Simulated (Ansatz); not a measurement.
`[GeH3]/[N]=C1\O[SiH2]1` + `F[SiH2]F` → `F[SiH](F)[GeH3]` + `N=C1O[SiH2]1` at 600 K and 1 bar (formal exchange of groups at a Ge–N bond).

Program: Ansatz. Geometries: PBE0-D4/def2-TZVP. ΔE: electronic, gas phase. CBS: MP2 limit from def2 TZ/QZ plus the TZ coupled-cluster correction, frozen cores. This one scheme is used for every species. For Ge outer-core shells are correlated without core-valence functions, which leaves a few kJ/mol of doubt a bond. Scalar relativity is left out up to krypton. Each species was taken in one conformer, which may not be the lowest.

```tsv
species	CCSD(T)/CBS energy (Eh)	H − E (kJ/mol)	S (J/(mol·K))
`[GeH3]/[N]=C1\O[SiH2]1`	-2536.08022	205.7	456.9
`F[SiH2]F`	-489.99391	92.8	309.1
`F[SiH](F)[GeH3]`	-2567.30741	155.9	427.0
`N=C1O[SiH2]1`	-458.76323	149.4	345.4
```

H − E and S are ideal-gas, rigid-rotor, harmonic terms from PBE0-D4/def2-TZVP, for one conformer and one mirror image of each species. 1 Eh = 2625.50 kJ/mol, R = 8.31446 J/(mol·K).

Problem. By hand: ΔE, ΔH, ΔS and ΔG.

Solution. ΔE = (-2567.30741) + (-458.76323) − (-2536.08022) − (-489.99391) = 0.00349 Eh = 9.2 kJ/mol. Δ(H − E) = 155.9 + 149.4 − 205.7 − 92.8 = 6.8, so ΔH = 16.0 kJ/mol. ΔS = 427.0 + 345.4 − 456.9 − 309.1 = 6.4 J/(mol·K). ΔG = 16.0 − 600 × (6.4)/1000 = 12.2 kJ/mol.

Problem. By hand: the equilibrium constant, and the temperature at which ΔG would vanish if ΔH and ΔS stayed fixed.

Solution. log₁₀ K = −ΔG/(RT ln 10) = -1.1. ΔG = 0 at ΔH/ΔS = 2500 K, though so small a ΔS makes that figure unsure.

The number of gas molecules stays the same, so ΔS is small and ΔH decides. A doubt of 5 kJ/mol in ΔE shifts log₁₀ K by 0.4 here. Other conformers and mirror images would add mixing entropy, several J/(mol·K) or more a flexible species. Modes under 60 cm⁻¹, often nearly free rotors, make the harmonic entropy too high. These are equilibria of isolated gas molecules and say nothing of rates. Largest T1 diagnostic: 0.017 (customary marks: 0.02 for closed shells, 0.045 for open ones).
